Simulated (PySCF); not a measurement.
Input file for PySCF: R-M06-2X/def2-TZVPP on FHOTe (SMILES O[Te]F), a point of a torsion scan. Elements past Kr take the def2 small-core potentials; no spin–orbit coupling.

```python
from pyscf import gto, dft

mol = gto.M(
    atom='''
    O    -1.05251390    0.35795963    0.36984962
    Te    0.74337325    0.78505339   -0.32663958
    F     0.85734619    2.24366492    0.97450156
    H    -1.39812119   -0.38761077   -0.11956466
    ''',
    basis='def2-tzvpp',
    ecp={'Te': 'def2-tzvpp'},
    charge=0, spin=0, verbose=4, max_memory=1800)
mf = dft.RKS(mol, xc='m062x').density_fit(auxbasis='def2-universal-jkfit')
mf.grids.level = 4
mf.conv_tol = 1e-9
mf.max_cycle = 150
mf.kernel()
mf.dip_moment()
```

Q: Predict the final total energy.

A: -443.6069 hartree.
